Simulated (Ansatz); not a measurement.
Two isomers of C3H4OSi: A = `C#C[SiH2]C=O`, B = `C=C1[SiH2]C1=O`.

Program: Ansatz. Geometries: PBE0-D4/def2-TZVP. ΔE: electronic, gas phase. CBS: MP2 limit from def2 TZ/QZ plus the TZ coupled-cluster correction, frozen cores. DFT in def2-TZVPP. B3LYP here is the variant with VWN-RPA as its local correlation; programs differ in this. Each species was taken in one conformer, which may not be the lowest.

Problem. Which is lower in electronic energy at CCSD(T)/CBS, and by how much? (Best estimate.)

Solution. Computed: A, by 17.1 kcal/mol.

Problem. Give E(B) − E(A) in kcal/mol with BLYP-D4, r2SCAN-D4, ωB97M-V, B3LYP-D4, CCSD(T)/def2-TZVPP, CCSD/def2-TZVPP, LDA (SPW92). (An estimate is asked.)

Solution. Computed: BLYP-D4 11.5, r2SCAN-D4 8.5, ωB97M-V 14.9, B3LYP-D4 13.1, CCSD(T)/def2-TZVPP 16.8, CCSD/def2-TZVPP 18.8, LDA (SPW92) -0.2. The order is the other way round with LDA (SPW92).

Problem. Does the order hold for the free energy at 298.15 K (harmonic terms from PBE0-D4)? (Estimate.)

Solution. Ansatz gave: Yes: G(B) − G(A) = +18.5 kcal/mol, for one conformer each. Modes under 60 cm⁻¹, often nearly free rotors, make the harmonic entropy too high.

Largest T1 diagnostic: 0.018.

From PBE to PBE0 (25 % exact exchange), in def2-TZVPP and without D4, E(B) − E(A) moves by +2.6 kcal/mol. At CCSD(T), def2-SVP lies −2.9 kcal/mol from the extrapolated value and def2-TZVPP −0.3 kcal/mol.
